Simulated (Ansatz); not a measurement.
`C[Si](F)(Cl)[GeH3]` + H₂ → `F[SiH](Cl)[GeH3]` + CH₄ at 600 K and 1 bar (hydrogenolysis of the Si–C bond).

Computed with Ansatz on PBE0-D4/def2-TZVP structures; ΔE is electronic, products minus reactants. CCSD(T)/CBS adds triple-zeta CCSD(T) − MP2 to the extrapolated MP2 energy (def2 sets, frozen cores). This one scheme is used for every species. For Ge outer-core shells are correlated without core-valence functions, which leaves a few kJ/mol of doubt a bond. Scalar relativity is left out up to krypton.

| species | CCSD(T)/CBS energy (Eh) | H − E (kJ/mol) | S (J/(mol·K)) |
| --- | --- | --- | --- |
| `C[Si](F)(Cl)[GeH3]` | -2966.56047 | 244.7 | 501.6 |
| H₂ | -1.17544 | 43.9 | 150.8 |
| `F[SiH](Cl)[GeH3]` | -2927.27769 | 154.4 | 441.0 |
| CH₄ | -40.46206 | 140.4 | 215.7 |

H − E and S are ideal-gas, rigid-rotor, harmonic terms from PBE0-D4/def2-TZVP, for one conformer and one mirror image of each species. For small species the MP2-based limit differs from directly extrapolated CCSD(T) by up to some mEh (0.8 for H₂); such offsets cancel only in part. 1 Eh = 2625.50 kJ/mol, R = 8.31446 J/(mol·K).

Q: By hand: ΔE, ΔH, ΔS and ΔG.

A: ΔE = (-2927.27769) + (-40.46206) − (-2966.56047) − (-1.17544) = -0.00384 Eh = -10.1 kJ/mol. Δ(H − E) = 154.4 + 140.4 − 244.7 − 43.9 = 6.2, so ΔH = -3.9 kJ/mol. ΔS = 441.0 + 215.7 − 501.6 − 150.8 = 4.3 J/(mol·K). ΔG = -3.9 − 600 × (4.3)/1000 = -6.5 kJ/mol.

Q: By hand: the equilibrium constant, and the temperature at which ΔG would vanish if ΔH and ΔS stayed fixed.

A: log₁₀ K = −ΔG/(RT ln 10) = 0.6. ΔH and −TΔS have one sign here, so there is no such temperature. One of them is within its doubt of zero, so this could turn.

TΔS isn't small against ΔH here. A doubt of 5 kJ/mol in ΔE shifts log₁₀ K by 0.4 here. Other conformers and mirror images would add mixing entropy, several J/(mol·K) or more a flexible species. These are equilibria of isolated gas molecules and say nothing of rates. Largest T1 diagnostic: 0.012 (customary marks: 0.02 for closed shells, 0.045 for open ones).
